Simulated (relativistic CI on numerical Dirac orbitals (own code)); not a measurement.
## W²⁹⁺: sensitivity of the levels to the model

Base calculation: Dirac-Coulomb-Breit CI, separate exchange-only KLI orbitals for each configuration, model QED, unscaled Slater integrals.

Configuration list (outside the closed core [Ar] 3d10): 4s²4p⁶4d⁹, 4s²4p⁵4d¹⁰, 4s²4p⁶4d⁸4f, 4s4p⁶4d¹⁰, 4s²4p⁵4d⁹4f, 4s4p⁶4d⁹4f, 4s²4p⁶4d⁸5s, 4s²4p⁶4d⁷4f5s, 4s²4p⁶4d⁸5p, 4s²4p⁶4d⁸5d, 4s²4p⁵4d⁹5s, 4s²4p⁶4d⁷5s5p, 4s²4p⁶4d⁸5f, 4s²4p⁵4d⁹5p, 4s²4p⁶4d⁸5g, 4s²4p⁶4d⁸6s, 4p⁶4d¹⁰4f, 4s4p⁶4d⁸4f5s, 4s²4p⁶4d⁸6p, 4s²4p⁵4d⁹5d, 4s4p⁶4d⁹5s, 4p⁶4d⁹4f², 4p⁵4d¹⁰4f², 4p⁶4d⁸4f³, 4p⁵4d⁹4f³, 4p⁶4d⁸4f²5s, 4s²4p⁶4d⁷5s², 4s²4p⁶4d⁶4f5s², 4s²4p⁵4d⁷4f5s², 4s4p⁶4d⁷4f5s². Double excitations out of closed p, d and f shells are left out; levels of such configurations are missing from the list, as are those of other unlisted configurations, and high levels can miss mixing partners. These lack a partner that the ground configuration has and come out too high: 4s²4p⁶4d⁸5p, 4s²4p⁶4d⁸5d, 4s²4p⁵4d⁹5s, 4s²4p⁶4d⁸5f, 4s²4p⁵4d⁹5p.

The lowest level and the first level of each name with at least 55 % of one term (blank where a level has no safe partner in the second run):

```csv
Level,Base (cm⁻¹),Shift (cm⁻¹)
4s²4p⁶4d⁹ ²D5/2,0,0
4s²4p⁶4d⁹ ²D3/2,132976,-3
4s²4p⁵4d¹⁰ ²P°3/2,1455478,-578
4s²4p⁶4d⁸4f ⁴I°15/2,1590565,-1014
4s²4p⁶4d⁸4f ⁴H°13/2,1605745,-1015
4s²4p⁶4d⁸4f ⁴F°3/2,1660514,-1025
4s²4p⁶4d⁸4f ⁴I°11/2,1702538,-1023
4s²4p⁶4d⁸4f ²K°13/2,1718824,-1019
4s²4p⁶4d⁸4f ²D°5/2,1728121,-1024
4s²4p⁶4d⁸4f ²K°15/2,1749006,-1024
4s²4p⁶4d⁸4f ⁴D°5/2,1779894,-1019
4s²4p⁶4d⁸4f ²I°11/2,1789476,-1013
```

At this charge energies of transitions that change n are usually good to better than 1 %, and those within a shell (Δn = 0) to a few per cent.

Q: One thing was changed in a second run, which moved the levels as shown. Which?
A. one mean potential for all configurations
B. only the first 3 configurations
C. Breit term removed
D. QED terms removed
E. configuration mixing switched off

A: A. One mean potential for all configurations. One potential for all configurations removes the relaxation of the orbitals, which moves whole configurations and changes the integrals a little.

LS names give the leading component of a level, which can be under half, so a name can repeat, a term be missing and a line seem to break the LS rules.
